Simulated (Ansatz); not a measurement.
A structure relaxed at r2SCAN-D4/def2-SVP in Ansatz, charge 1, singlet:

```csv
atom,x (Å),y (Å),z (Å)
N1,-1.060,0.852,-2.406
N2,-1.763,2.820,-1.017
N3,0.672,2.315,-1.352
N4,0.306,-0.054,-0.428
N5,-0.393,1.909,0.956
N6,2.545,-2.964,-0.068
N7,1.801,-1.021,1.419
N8,-2.122,0.449,-0.097
N9,-0.707,-0.467,1.808
N10,0.071,-2.482,0.366
B11,-0.716,2.351,-2.085
B12,-1.108,-0.115,-1.119
B13,1.097,-3.098,-0.694
B14,-1.823,1.915,0.338
B15,0.703,1.414,-0.017
B16,0.347,-1.008,0.829
B17,-0.360,1.009,2.296
B18,2.961,-1.523,0.440
B19,-2.174,-0.523,1.192
H20,-1.959,0.789,-2.895
H21,-0.402,0.469,-3.094
H22,-2.702,2.860,-1.427
H23,-1.594,3.796,-0.752
H24,1.411,2.001,-1.990
H25,0.973,3.265,-1.111
H26,1.021,-0.447,-1.056
H27,-0.162,2.839,1.317
H28,3.208,-3.218,-0.805
H29,2.706,-3.674,0.653
H30,2.024,-0.062,1.714
H31,1.824,-1.547,2.299
H32,-3.077,0.377,-0.458
H33,-0.752,-1.029,2.663
H34,-0.869,-2.506,-0.047
H35,-0.015,-3.100,1.179
H36,-0.703,3.050,-3.078
H37,-1.397,-1.226,-1.522
H38,1.056,-2.411,-1.707
H39,0.814,-4.262,-0.899
H40,-2.668,2.392,1.063
H41,1.826,1.497,0.440
H42,0.777,1.064,2.759
H43,-1.195,1.405,3.082
H44,2.994,-0.774,-0.528
H45,4.013,-1.560,1.048
H46,-2.443,-1.656,0.799
H47,-2.987,-0.109,1.991
```

Task: Give its formula and point group.

Result: B₉N₁₀H₂₈⁺, a nanocrystal cut from zinc blende BN (hydrogen-capped). Point group Cs (tolerance 0.1 Å).

Task: Summarise the bond lengths by kind (pairs closer than 1.2 times the sum of covalent radii, bridged metal pairs left out).

Result: 24 × B–N 1.54 to 1.63 Å; 16 × H–N 1.02 to 1.03 Å; 12 × B–H 1.21 to 1.23 Å.

Single mean-field runs in def2-SVP are fitted with def2-universal-jkfit.
